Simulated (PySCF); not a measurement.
# How methods differ on the excitation energy of Ir

Ir [Xe] 4f14 5d7 6s2 (4F) → Ir [Xe] 4f14 5d6 6s2 7s1 (6D), as a difference of total energies. Calculation: PySCF 2.14, in x2c-TZVPPall with one added diffuse shell each of s, p, d, f type (12s8p8d4f1g, 113 functions); scalar relativity by spin-free X2C-1e. Correlated levels: valence: [Xe] 4f14 frozen; valence and next inner shell: [Kr] 4d10 4f14 frozen. The calculations carry no spin-orbit coupling.

| method | excitation energy (eV) |
| --- | --- |
| UHF | 6.993 |
| LDA | 8.703 |
| PBE | 8.445 |
| PBE0 | 8.325 |
| r2SCAN | 8.604 |
| BP86 | 8.602 |
| B2PLYP | 8.391 |
| r2SCAN0 | 8.444 |
| MP2 (valence) | 8.259 |
| SCS-MP2 (valence) | 8.409 |
| MP2 (valence and next inner shell) | 8.172 |
| SCS-MP2 (valence and next inner shell) | 8.209 |

Problem. How much does correlation contribute at MP2 (valence and next inner shell)?

Solution. 8.172 − (6.993) = 1.179 eV, measured against UHF.

A first-order spin-orbit estimate (lowest level to lowest level, LS coupling) adds 0.206 eV.

The promoted electron is Rydberg-like, and one or two diffuse shells describe it only roughly, which tends to raise the upper state.
